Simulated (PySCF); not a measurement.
PySCF 2.14 output of an unrestricted MN15 calculation on a single atom or ion in dyall-av3z (15s9p3d2f, 71 functions), with the non-relativistic Hamiltonian (point nucleus):

```
SCF conv_tol = 1e-09
number electrons alpha = 5  beta = 2
    H. S. Yu, X. He, S. L. Li, and D. G. Truhlar.,  Chem. Sci. 7, 5032-5051 (2016)
    H. S. Yu, X. He, S. L. Li, and D. G. Truhlar.,  Chem. Sci. 7, 5032-5051 (2016)
cycle= 1 E= -95.9501956192718  delta_E= -0.0648  |g|= 2.41  |ddm|= 0.118
cycle= 2 E= -95.9525906598526  delta_E= -0.0024  |g|= 0.465  |ddm|= 0.0172
cycle= 3 E= -95.9526791712559  delta_E= -8.85e-05  |g|= 0.00964  |ddm|= 0.0066
cycle= 4 E= -95.9526787534447  delta_E= 4.18e-07  |g|= 0.000433  |ddm|= 0.00242
cycle= 5 E= -95.9526786952819  delta_E= 5.82e-08  |g|= 9.81e-05  |ddm|= 0.00098
cycle= 6 E= -95.9526786799235  delta_E= 1.54e-08  |g|= 1.74e-05  |ddm|= 0.000352
cycle= 7 E= -95.9526786794443  delta_E= 4.79e-10  |g|= 2.79e-06  |ddm|= 5.77e-05
converged SCF energy = -95.9526786794443  <S^2> = 3.7501174  2S+1 = 4.0000587
```

The run itself started from symmetry-adapted Hartree-Fock orbitals and held the occupation by maximum overlap, on a logarithmic radial grid, so the iterations belong to that start.

Which element, charge and spin multiplicity is this?

F²⁺ (fluorine, charge +2), multiplicity 4; the state was [He] 2s2 2p2 3d1, one real determinant (an excited configuration).

⟨L²⟩ = 8.00 against 12 for a pure F term, so this real determinant mixes terms. The outer electron is Rydberg-like, and this basis confines it to a smaller radius and binds it less than a complete one would.
